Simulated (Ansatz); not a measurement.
Job for Ansatz (a program for electronic structure): U-CCSD(T)/cc-pVTZ on FGeHO (SMILES [OH][Ge][F]), a point of a bond scan (R = 0.965 Å). The run froze 16 orbitals, filled d shells among them.

Ansatz 0.2 input:
```yaml
crystal:
  periodic: [false, false, false]
  atoms:
    - {symbol: Ge, position_ang: [0.10773481, -0.04926187, 0.40773364]}
    - {symbol: F, position_ang: [0.24737472, 1.37145337, -0.62469851]}
    - {symbol: O, position_ang: [-0.60849455, -1.09652179, -0.85745356]}
    - {symbol: H, position_ang: [-0.80593005, -1.99452624, -0.56556142]}
basis:
  gaussian:
    orbitals: cc-pVTZ
correlation: {method: ccsd_t, electrons: outside_noble_gas}
scf: {omitted_lower_state_checks: [cluster_reference]}
magnetization: {spin_polarized: true, initial_magnetization: 0}
```

Program output:

```
WARN ansatz: RAYON_NUM_THREADS=1 ignored (pool sized by the plan → 1); use --threads N
Functional definition: HF
these checks for a lower state are left out or cut short: cluster_reference
integrals: 0.28 GiB planned
738 factors; integrals over basis functions are off by at most 9.2e-4 eV
mean field: 0.41 GiB planned
mean field evaluation 1: about -61233.1896 eV, gradient 3.3e1 eV
mean field evaluation 2: about -61233.1947 eV, gradient 3.3e1 eV
mean field evaluation 4: about -61237.1108 eV, gradient 1.7e0 eV
mean field evaluation 8: about -61237.1402 eV, gradient 8.0e-4 eV
mean field evaluation 16: about -61235.8914 eV, gradient 5.6e0 eV
mean field -61237.14022407 eV, -2250.4233952101 hartree, gradient 3.0e-6 eV, S^2 0.000000; 2 other end points of the search recorded, 0 dependent functions left out
16 core orbitals not correlated
reference -61237.14022407 eV, -2250.4233952101 hartree; 9, 9 occupied and 92, 92 virtual orbitals, 738 factors
second order -16.22231177 eV of doubles, -0.00000000 eV of singles
coupled cluster: 0.61 GiB planned
cycle   1  -15.86262800 eV  change    3.6e-1 eV  update   1.1e-1
cycle   2  -16.25724503 eV  change   -3.9e-1 eV  update   3.7e-2
cycle   3  -16.37633517 eV  change   -1.2e-1 eV  update   2.0e-2
cycle   4  -16.36433909 eV  change    1.2e-2 eV  update   5.2e-3
cycle   5  -16.35992328 eV  change    4.4e-3 eV  update   2.3e-3
cycle   6  -16.36083771 eV  change   -9.1e-4 eV  update   8.9e-4
cycle   7  -16.36077409 eV  change    6.4e-5 eV  update   3.1e-4
cycle   8  -16.36069184 eV  change    8.2e-5 eV  update   1.2e-4
cycle   9  -16.36072972 eV  change   -3.8e-5 eV  update   4.3e-5
cycle  10  -16.36073490 eV  change   -5.2e-6 eV  update   1.8e-5
perturbative correction -0.58602031 eV, -0.0215358491 hartree
Total energy: -61254.08697928 eV, -2251.0461769770 hartree
Checks for a lower state left out: cluster_reference
```

Self-consistency was reached.

Cost: very roughly 24 core-seconds.
